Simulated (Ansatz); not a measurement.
Species: C3H4Cl2, SMILES `ClC1(Cl)CC1` (charge 0, multiplicity 1), formula C3H4Cl2.

Problem. How many basis functions does Ansatz (a first-principles code) with frozen-core CCSD(T)/cc-pVTZ // B3LYP-D3(BJ)/def2-TZVP use, how many core orbitals are frozen, and how many electrons are correlated?

Solution. 214 basis functions and 13 frozen orbitals, which leaves 30 correlated electrons. Core time is of the order of seconds.
